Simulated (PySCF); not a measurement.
An equivalent PySCF input for I (iodine, neutral), [Kr] 4d10 5s2 5p5, 2P determinant, with scalar relativity through the core potential:

```python
from pyscf import gto, scf, dft, mp, cc
import basis_set_exchange as bse
txt = bse.get_basis("aug-cc-pVTZ-PP", elements=["I"], fmt="nwchem", header=False, augment_diffuse=1)
cut = txt.index("\nECP")
mol = gto.M(atom="I 0 0 0", charge=0, spin=1, symmetry="D2h",
            basis=gto.basis.parse(txt[:cut]),
            ecp={"I": gto.basis.parse_ecp(txt[cut:])})
mf = dft.UKS(mol, xc="LDA,VWN")
mf.irrep_nelec = {'Ag': (4, 4), 'B1g': (1, 1), 'B2g': (1, 1), 'B3g': (1, 1), 'B1u': (2, 2), 'B2u': (2, 2), 'B3u': (2, 1)}
mf.kernel()
```

It reaches the same state as the run whose output follows, with an energy that differs only through the grid. The run itself started from symmetry-adapted Hartree-Fock orbitals and held the occupation by maximum overlap, on a logarithmic radial grid, so the iterations belong to that start.

```
SCF conv_tol = 1e-09
number electrons alpha = 13  beta = 12
XC functionals = LDA,VWN
    P. A. M. Dirac.,  Math. Proc. Cambridge Philos. Soc. 26, 376 (1930)
    F. Bloch.,  Z. Phys. 57, 545 (1929)
    S. H. Vosko, L. Wilk, and M. Nusair.,  Can. J. Phys. 58, 1200 (1980)
cycle= 1 E= -295.264769479032  delta_E= -0.0124  |g|= 0.05  |ddm|= 0.571
cycle= 2 E= -295.265374188094  delta_E= -0.000605  |g|= 0.0183  |ddm|= 0.111
cycle= 3 E= -295.265446314658  delta_E= -7.21e-05  |g|= 0.00182  |ddm|= 0.0271
cycle= 4 E= -295.265447650692  delta_E= -1.34e-06  |g|= 0.000239  |ddm|= 0.00432
cycle= 5 E= -295.26544768524  delta_E= -3.45e-08  |g|= 3.05e-05  |ddm|= 0.000712
cycle= 6 E= -295.26544768589  delta_E= -6.5e-10  |g|= 9.58e-07  |ddm|= 7.72e-05
converged SCF energy = -295.26544768589  <S^2> = 0.75134157  2S+1 = 2.0013411
```

Energies and moments cover only the electrons outside the core potential.
